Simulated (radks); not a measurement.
Problem. All-electron atom: the vanadium ion V10+ in [Ne] 3s2 3p1. All-electron calculation, Dirac Kohn-Sham, PBE, spin-unpolarised, spherical densities, point nucleus; open shells are shared between the two j in proportion to 2j + 1. Program: a radial shooting solver on a logarithmic mesh with Libxc functionals.

Spin-orbit splittings of the eigenvalues, e(l+1/2) - e(l-1/2), with zeta = 2 splitting/(2l+1) and mean radii in bohr:

shell  occ.  splitting (eV)  zeta (eV)  <r> j=l-1/2  <r> j=l+1/2
2p        6               ?          ?       0.2692       0.2719
3p        1           1.308     0.8719       0.8271       0.8316

Estimate the 2p splitting.

Solution. 7.244 eV (zeta = 4.830 eV).
